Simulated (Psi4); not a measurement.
CH₃AlF₂, charge -1, doublet, at a GFN2-xTB geometry of the parent state (such geometries of metal compounds can be far from the true shape) (a state made from the parent by changing its charge; the spin is typed, not shown lowest) (a gas-phase anion, which may not be bound at this level); TPSS/STO-3G in Psi4.

The Psi4 input:
```
memory 2 GB

molecule {
-1 2
  Al    0.05180306    0.04011766    0.00222470
  C    -1.50805595   -1.16573156   -0.06233932
  H    -1.30669362   -2.03874718   -0.68318980
  H    -2.37664668   -0.64890162   -0.46820696
  H    -1.76055472   -1.53755322    0.93063349
  F     0.01100760    1.60162551   -0.52911869
  F     1.52441362   -0.41295198    0.59199405
}

set basis sto-3g
set reference uks

energy('tpss')
print_variables()
```

What does Psi4 print? Leave out banner, timings and long lists.


```
   => Loading Basis Set <=

    Name: STO-3G
    Role: ORBITAL
    Keyword: BASIS

         ---------------------------------------------------------
                                   SCF
               by Justin Turney, Rob Parrish, Andy Simmonett
                          and Daniel G. A. Smith
                              UKS Reference
         ---------------------------------------------------------

  ==> Geometry <==

    Molecular point group: c1
    Full point group: C1

    Geometry (in Angstrom), charge = -1, multiplicity = 2:

       Center              X                  Y                   Z               Mass
    ------------   -----------------  -----------------  -----------------  -----------------
         AL          -0.035508860550    -0.027609449984    -0.001325152710    26.981538530000
         C           -1.595367870550    -1.233458669984    -0.065889172710    12.000000000000
         H           -1.394005540550    -2.106474289984    -0.686739652710     1.007825032230
         H           -2.463958600550    -0.716628729984    -0.471756812710     1.007825032230
         H           -1.847866640550    -1.605280329984     0.927083637290     1.007825032230
         F           -0.076304320550     1.533898400016    -0.532668542710    18.998403162730
         F            1.437101699450    -0.480679089984     0.588444197290    18.998403162730

  Running in c1 symmetry.

  Rotational constants: A =      0.22364  B =      0.17533  C =      0.10008 [cm^-1]
  Rotational constants: A =   6704.69811  B =   5256.20008  C =   3000.34244 [MHz]
  Nuclear repulsion =  154.893435082111239

  Charge       = -1
  Multiplicity = 2
  Electrons    = 41
  Nalpha       = 21
  Nbeta        = 20

  ==> Algorithm <==

  SCF Algorithm Type is DF.
  DIIS enabled.
  MOM disabled.
  Fractional occupation disabled.
  Guess Type is SAD.
  Energy threshold   = 1.00e-06
  Density threshold  = 1.00e-06
  Integral threshold = 1.00e-12

  ==> Primary Basis <==

  Basis Set: STO-3G
    Blend: STO-3G
    Number of shells: 17
    Number of basis functions: 27
    Number of Cartesian functions: 27
    Spherical Harmonics?: true
    Max angular momentum: 1

  ==> DFT Potential <==

   => LibXC <=

    Version 7.1.2
    S. Lehtola, C. Steigemann, M. J. T. Oliveira, and M. A. L. Marques,  SoftwareX 7, 1–5 (2018) (10.1016/j.softx.2017.11.002)

   => Composite Functional: TPSS <=

    TPSS Meta-GGA XC Functional

    J. Tao, et al., Phys. Rev. Lett., 91, 146401, 2003

    Deriv               =              1
    GGA                 =           TRUE
    Meta                =           TRUE

    Exchange Hybrid     =          FALSE
    MP2 Hybrid          =          FALSE

   => Exchange Functionals <=

    1.0000   XC_MGGA_X_TPSS

   => Correlation Functionals <=

    1.0000   XC_MGGA_C_TPSS

   => LibXC Density Thresholds  <==

    XC_MGGA_C_TPSS:  1.00E-15
    XC_MGGA_X_TPSS:  1.00E-15

   => Molecular Quadrature <=

    Radial Scheme          =       TREUTLER
    Pruning Scheme         =           NONE
    Nuclear Scheme         =       TREUTLER

    Blocking Scheme        =         OCTREE
    BS radius alpha        =              1
    Pruning alpha          =              1
    Radial Points          =             75
    Spherical Points       =            302
    Total Points           =         149752
    Total Blocks           =           1181
    Max Points             =            256
    Max Functions          =             26
    Weights Tolerance      =       1.00E-15

   => Loading Basis Set <=

    Name: (STO-3G AUX)
    Role: JKFIT
    Keyword: DF_BASIS_SCF

  ==> Integral Setup <==

  SCF_SUBTYPE=INCORE selected. In-core MEM_DF algorithm will be used.
  Using in-core AOs.

  ==> MemDFJK: Density-Fitted J/K Matrices <==

    J tasked:                   Yes
    K tasked:                    No
    wK tasked:                   No
    Algorithm:                 Core
    Schwarz Cutoff:           1E-12
[...]

  ==> Pre-Iterations <==

  SCF Guess: Superposition of Atomic Densities via on-the-fly atomic UHF (no occupation information).

   -------------------------
    Irrep   Nso     Nmo
   -------------------------
     A         27      27
   -------------------------
    Total      27      27
   -------------------------

  ==> Iterations <==

                           Total Energy        Delta E     RMS |[F,P]|

   @DF-UKS iter SAD:  -474.17954703403711   -4.74180e+02   0.00000e+00
   @DF-UKS iter   1:  -475.44707060370342   -1.26752e+00   1.11161e-02 DIIS/ADIIS
   @DF-UKS iter   2:  -475.36515820982845    8.19124e-02   1.87728e-02 DIIS/ADIIS
   @DF-UKS iter   3:  -475.54856966658701   -1.83411e-01   3.16930e-03 DIIS/ADIIS
   @DF-UKS iter   4:  -475.55216292423188   -3.59326e-03   1.67495e-03 DIIS/ADIIS
   @DF-UKS iter   5:  -475.55381979410674   -1.65687e-03   1.61881e-04 DIIS/ADIIS
   @DF-UKS iter   6:  -475.55383981251435   -2.00184e-05   2.54289e-05 DIIS
   @DF-UKS iter   7:  -475.55384061533135   -8.02817e-07   9.61718e-06 DIIS
   @DF-UKS iter   8:  -475.55384066275604   -4.74247e-08   6.22814e-06 DIIS
   @DF-UKS iter   9:  -475.55384068941765   -2.66616e-08   1.26837e-06 DIIS
   @DF-UKS iter  10:  -475.55384069049592   -1.07826e-09   4.01625e-07 DIIS
  Energy and wave function converged.

  ==> Post-Iterations <==

   Electrons on quadrature grid:
      Nalpha   =   20.9999543042 ; deviation = -4.570e-05
      Nbeta    =   19.9999582495 ; deviation = -4.175e-05
      Ntotal   =   40.9999125537 ; deviation = -8.745e-05

   @Spin Contamination Metric:   3.743931443E-03
   @S^2 Expected:                7.500000000E-01
   @S^2 Observed:                7.537439314E-01
   @S   Expected:                5.000000000E-01
   @S   Observed:                5.000000000E-01

    Orbital Energies [Eh]
    ---------------------

    Alpha Occupied:

[...]
    Alpha Virtual:

[...]
    Beta Occupied:

[...]
    Beta Virtual:

[...]
      27A      0.841640

    Final Occupation by Irrep:
              A
    DOCC [    20 ]
    SOCC [     1 ]
    NA   [    21 ]
    NB   [    20 ]

  @DF-UKS Final Energy:  -475.55384069049592

   => Energetics <=

    Nuclear Repulsion Energy =            154.8934350821112389
    One-Electron Energy =                -987.9849801552365989
    Two-Electron Energy =                 404.7557361804620086
    DFT Exchange-Correlation Energy =     -47.2180317978325235
    Empirical Dispersion Energy =           0.0000000000000000
    VV10 Nonlocal Energy =                  0.0000000000000000
    Total Energy =                       -475.5538406904959174

  UHF NO Occupations:
  HONO-2 :   19  A 1.9998999
  HONO-1 :   20  A 1.9984021
  HONO-0 :   21  A 1.0000000
  LUNO+0 :   22  A 0.0015979
  LUNO+1 :   23  A 0.0001001
  LUNO+2 :   24  A 0.0000950
  LUNO+3 :   25  A 0.0000659

Computation Completed

Properties will be evaluated at   0.000000,   0.000000,   0.000000 [a0]

Properties computed using the SCF density matrix

 Multipole Moments:

 ------------------------------------------------------------------------------------
     Multipole            Electronic (a.u.)      Nuclear  (a.u.)        Total (a.u.)
 ------------------------------------------------------------------------------------

 L = 1.  Multiply by 2.5417464519 to convert [e a0] to [Debye]
 Dipole X            :          6.8501472           -6.5998246            0.2503225
 Dipole Y            :          5.3357383           -5.1194276            0.2163107
 Dipole Z            :          0.2716201           -0.2683297            0.0032904
 Magnitude           :                                                    0.3308512

 ------------------------------------------------------------------------------------

  Variable Map:
  ----------------------------------------------------------------------------
[...]
  Array Variable Map:
  ----------------------------------------------------------------------------
[...]
[...]
```
